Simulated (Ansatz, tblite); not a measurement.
Forces on Si(CCH)2H2 (C4H4Si) at its PBE0-D4/def2-SVP geometry. Charge 0, multiplicity 1.

The xTB rows come from tblite.

GFN1-xTB (tblite), largest force 0.89 eV/Å:

```xyz
9
positions Å, forces eV/Å
Si    0.290    0.325   -0.849    0.269    0.302   -0.788
C     0.180    1.328    0.681   -0.032    0.235    0.384
C     0.110    2.001    1.692   -0.009    0.058    0.100
H     0.047    2.595    2.587    0.032   -0.290   -0.441
C    -0.240   -1.395   -0.506   -0.133   -0.420    0.098
C    -0.589   -2.540   -0.287   -0.035   -0.108    0.028
H    -0.899   -3.551   -0.092    0.153    0.497   -0.099
H     1.698    0.320   -1.335   -0.606   -0.012    0.242
H    -0.597    0.916   -1.890    0.361   -0.263    0.476
```

GFN2-xTB (tblite), largest force 1.92 eV/Å:

```
Si 0.312 0.350 -0.913
C -0.132 1.009 1.628
C 0.037 -0.386 -0.569
H 0.050 -0.457 -0.698
C -0.563 -1.789 0.408
C 0.197 0.649 -0.117
H 0.242 0.785 -0.157
H -0.277 -0.027 0.159
H 0.135 -0.133 0.259
```

PBE0-D4/def2-TZVP (Ansatz), largest force 0.83 eV/Å:

```
Si -0.022 -0.025 0.065
C -0.055 0.443 0.701
C 0.045 -0.401 -0.614
H 0.021 -0.206 -0.309
C -0.243 -0.777 0.170
C 0.213 0.689 -0.139
H 0.107 0.350 -0.067
H -0.146 -0.008 0.069
H 0.080 -0.066 0.124
```
